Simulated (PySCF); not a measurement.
## How methods differ on the excitation energy of S

S [Ne] 3s2 3p4 (3P) → S [Ne] 3s1 3p4 4s1 (5P), as a difference of total energies. Calculation: PySCF 2.14, in aug-cc-pV(T+d)Z (6s5p4d2f, 55 functions); the non-relativistic Hamiltonian (point nucleus). Correlated levels: valence: [Ne] frozen. The calculations carry no spin-orbit coupling.

```csv
method,excitation energy (eV)
UHF,16.487
MP2 (valence),16.776
SCS-MP2 (valence),16.958
CCSD (valence),16.495
CCSD(T) (valence),16.301
```

Question: How much does correlation contribute at CCSD(T) (valence)?

Answer: 16.301 − (16.487) = -0.186 eV, measured against UHF.

The upper state lies above the first ionisation limit, where it may autoionise and the basis confines it. A Rydberg-like electron needs more diffuse functions than a valence basis has.

The promoted electron is Rydberg-like, and one or two diffuse shells describe it only roughly, which tends to raise the upper state.

The coupled-cluster amplitudes are large for the upper state (T1 above 0.03 or a double amplitude above 0.15), so a single reference is strained.
